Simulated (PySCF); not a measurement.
# Exercise with solution: refractive index and permittivity of the vapour

2-bromobut-1-en-3-yne (C4H3Br), SMILES C#CC(=C)Br.

Geometry: B3LYP-D3(BJ)/def2-SVP.

M06-2X/def2-TZVP (PySCF) gives a mean static polarisability of 66.8 bohr³ and a dipole moment of 1.49 D. Take an ideal gas at 298.15 K and 1 bar, whether or not the substance is that volatile.

Task: Work out n − 1 in the optical limit and the static ε − 1.

Result: 
Polarisability volume α' = 66.8 × 0.148185 = 9.90 Å³. Number density N = p/kT = 2.43e-5 Å⁻³.
Dilute limit of Lorentz–Lorenz: n − 1 = 2π N α' = 0.0015.
Orientation term of Debye: μ²/(3kT) = 8.098 Å³ × μ²(D²) = 17.98 Å³.
ε − 1 = 4π N (α' + μ²/3kT) = 0.0085. Orientation of the dipole supplies 64 % of the static response; it can't follow optical fields. Vibrational polarisation and dispersion are left out.
